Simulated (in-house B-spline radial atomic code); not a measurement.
A fraction x of an electron is removed from 3p in the scandium ion Sc⁴⁺, starting from [Ne] 3s2 3p5 and keeping the highest spin. Method: non-relativistic BLYP, spin-polarised, spherical fractional occupations, point nucleus. Calculated with an all-electron radial atomic-structure program (B-spline basis).

| x | E(x) - E(0) (eV) | 3p down level (eV) |
| --- | --- | --- |
| 0 | 0.0000 | -82.353 |
| 0.11 | 9.1699 | -84.374 |
| 0.14 | 11.7094 | -84.927 |
| 0.33 | 28.1791 | -88.442 |
| 0.38 | 32.6244 | -89.371 |
| 0.5 | 43.4830 | -91.607 |
| 0.51 | 44.4000 | -91.794 |
| 0.67 | 59.3266 | -94.791 |
| 0.77 | 68.8997 | -96.673 |
| 0.93 | 84.6089 | -99.695 |
| 1 | 91.6340 | -101.022 |

The exact functional would give a straight line between the two integer points. Deviations E(x) - E(0) - x[E(1) - E(0)], in eV: -0.91 at x = 0.11, -1.119 at x = 0.14, -2.06 at x = 0.33, -2.197 at x = 0.38, -2.334 at x = 0.5, -2.333 at x = 0.51, -2.068 at x = 0.67, -1.658 at x = 0.77, -0.611 at x = 0.93.

The curve lies below the straight line by up to 2.334 eV (at x = 0.5): convex, the delocalisation error that favours fractional charges.

(1) How well does Slater's transition state (minus the level at half occupation) give the ionisation energy?

## Answers

(1) It gives 91.607 eV against 91.634 eV from the two total energies; NIST lists 91.95 eV, ground level to ground level.
